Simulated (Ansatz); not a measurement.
`C[O][Ga][F]` radical. Total charge 0; spin multiplicity 2.

Z-matrix (Å, degrees):
```
C
O 1 1.416
H 1 1.095 2 109.2
H 1 1.095 2 113.3 3 120.7
H 1 1.094 2 109.2 3 -118.5
Ga 2 1.790 1 120.8 3 -120.8
F 6 1.770 2 116.1 1 0.2
```

(1) List the harmonic frequencies (cm⁻¹, unscaled) at PBE0-D4/def2-TZVP in Ansatz. (Best estimate.)

(2) Is this a minimum?

(3) Give the ideal-gas thermochemistry at 298.15 K and 1 bar (rigid rotor, harmonic oscillator; point group Cs, symmetry number 1).

(4) And at 400, 500, 600, 800 and 1000 K?

(5) Rotational constants (cm⁻¹)?

Answers

(1) The calculation gave: 68, 107, 126, 268, 584, 646, 1084, 1159, 1195, 1473, 1492, 1495, 3016, 3088, 3090.

(2) Yes, all 15 modes are real.

(3) Zero-point energy 113.0 kJ/mol; H(298) − E = 130.9 kJ/mol; entropy 337.0 J/(mol·K), of which translation 168.5, rotation 107.6, vibration 55.2, electronic 5.8; G(298) − E = 30.4 kJ/mol. Modes under 100 cm⁻¹ are hindered rotations or soft bends, so the harmonic entropy is rough.

(4) 
```
T (K)  H − E (kJ/mol)  S (J/mol/K)  G − E (kJ/mol)
  400           139.3        361.2            -5.2
  500           148.5        381.7           -42.3
  600           158.6        400.0           -81.4
  800           180.7        431.7          -164.7
 1000           204.9        458.7          -253.8
```

(5) 0.3097, 0.1194, 0.0876.
